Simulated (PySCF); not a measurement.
## Relaxation of singlet RuSCl2

Method: PBE0 in PySCF with Ru def2-SVP with ECP28, S def2-SVP, Cl def2-SVP; scalar-relativistic core potentials, no spin–orbit coupling; density-fitted integrals. A (50,194) grid was used.

A hand-made trigonal pyramidal start, of Cs symmetry, held to at least that symmetry:

Coordinates in bohr (charge 0 multiplicity 1):
```
Ru   -0.0484   -0.0838   -0.9714
S    -1.7836   -3.0895    0.8739
Cl    3.6891   -0.0838    1.0159
Cl   -1.9172    3.1529    1.0159
```

Optimiser trace:
```tsv
step	E − E(last) (kJ/mol)	largest gradient (Eh/bohr)
0	79.81	0.04480
1	53.33	0.02505
2	25.59	0.01832
3	10.99	0.01891
4	5.30	0.00957
5	0.81	0.00307
6	0.14	0.00405
7	0.08	0.00287
8	0.00	0.00005
```

It ends at C2v with Ru–Cl 2.197 Å (×2), Ru–S 1.993 Å; Cl–Ru–Cl 119.2°, Cl–Ru–S 120.4° (×2) (after a last refinement on a finer grid). The frequency run here used a shortcut that can spoil soft modes, so no verdict on minimum or saddle point is given. Other isomers or separated fragments may lie lower.

At this level a triplet minimum of C2v symmetry lies 49 kJ/mol below this structure.

The relaxation took 14 s on 2 threads of a shared AMD EPYC 9R45 96-Core (Zen 5) host, with 85 basis functions and 9 gradients; the process peaked at 0.62 GiB. Launch command: `OMP_NUM_THREADS=2 python axn.py task.json out`.
